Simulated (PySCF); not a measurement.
SMILES C=CC[SiH2]C(=O)O (GFN2-xTB optimised geometry):

```
15

C     -1.809    -0.828    -3.527
C     -0.688    -0.907    -2.835
C     -0.394    -1.951    -1.812
Si    -0.499    -1.243    -0.037
C      0.642     0.301     0.000
O      1.847     0.301     0.000
O     -0.065     1.438     0.000
H     -2.602    -1.548    -3.402
H     -1.982    -0.049    -4.250
H      0.093    -0.170    -2.979
H      0.613    -2.342    -1.973
H     -1.094    -2.781    -1.914
H     -1.847    -0.774     0.281
H      0.020    -2.217     0.924
H      0.520     2.217    -0.005
```

Calculation: B3LYP/def2-TZVP in PySCF 2.14.0.

Q: What are the frontier orbital energies and the dipole moment?

A: HOMO-2 -9.14 eV, HOMO-1 -7.57 eV, HOMO -7.11 eV, LUMO -0.96 eV, LUMO+1 -0.24 eV; dipole moment 1.43 D.

Meta-Löwdin charges at B3LYP/def2-TZVP: C1 -0.28, C2 -0.09, C3 -0.42, Si4 0.63, C5 0.32, O6 -0.45, O7 -0.46, H8 0.11, H9 0.12, H10 0.11, H11 0.13, H12 0.12, H13 -0.10, H14 -0.10, H15 0.34.
